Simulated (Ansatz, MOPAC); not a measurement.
Species: C4H2ClO, net charge 0, doublet state. SMILES: c1([c]occ1)Cl

Atoms: Cl1, C2, C3, O4, C5, C6, H7, H8. Bonds: Cl1-C2, C2-C3, C2-C6, C3-O4, O4-C5, C5-C6, C5-H7, C6-H8.

Bond lengths (Å) and angles (degrees) optimised at PM6 with MOPAC; PM7 with MOPAC; MNDO with MOPAC; HF/6-31G* with Ansatz (a first-principles code), each started from the B3LYP-D3(BJ)/def2-TZVP structure (Ansatz) of the last column. A row stands for all coordinates that are equal there; 10 of 18 kinds are shown. 6-31G* holds six Cartesian d functions. No wavenumbers were computed at MNDO, so these may be saddle points.

| coordinate | PM6 | PM7 | MNDO | HF/6-31G* | B3LYP-D3(BJ)/def2-TZVP |
|---|---|---|---|---|---|
| Cl1-C2 | 1.655 | 1.644 | 1.709 | 1.714 | 1.713 |
| C2-C3 | 1.386 to 1.502 | 1.390 to 1.509 | 1.423 to 1.517 | 1.352 to 1.356 | 1.353 |
| C2-C6 | 1.418 | 1.402 | 1.417 | 1.433 | 1.440 |
| C3-O4 | 1.319 | 1.323 | 1.322 | 1.332 | 1.327 |
| O4-C5 | 1.439 | 1.400 | 1.390 | 1.359 | 1.382 |
| C5-H7 | 1.063 | 1.064 | 1.082 | 1.067 | 1.074 |
| C6-H8 | 1.076 | 1.075 | 1.079 | 1.070 | 1.077 |
| Cl1-C2-C3 | 125.4 | 125.1 | 124.3 | 127.7 | 128.7 |
| Cl1-C2-C6 | 126.8 | 127.3 | 128.1 | 127.1 | 126.8 |
| C3-C2-C6 | 107.8 | 107.7 | 107.6 | 105.2 | 104.5 |

A range marks coordinates that this level makes unequal.

Mean signed difference of all 8 bond lengths from B3LYP-D3(BJ)/def2-TZVP: PM6 0.017 Å, PM7 0.011 Å, MNDO 0.027 Å, HF/6-31G* -0.005 Å.
